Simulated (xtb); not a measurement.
xtb input:

```bash
xtb mol.xyz --gfn 2 --ohess tight --chrg 0 --uhf 0
```
mol.xyz:
```
12

B      0.20511720    -0.24429192    -0.58098246
F      0.66048338    -0.64377554    -1.90869032
O     -0.71342728    -1.04881405     0.16485798
C     -2.01645347    -0.61960260    -0.13931779
O      0.73215532     1.04925259    -0.05895535
C      1.89741414     0.80798737     0.67905411
H     -2.74615849    -1.19948494     0.43003151
H     -2.28690503    -0.80040978    -1.26578057
H     -2.24595637     0.41160171     0.08805340
H      2.29507506     1.72139176     1.05523492
H      2.70369746     0.37786203     0.05663925
H      1.66130316     0.13604152     1.53889008
```

**Question.** Predict the final energy.

**Answer.** -21.56400 Eh (GFN2-xTB).
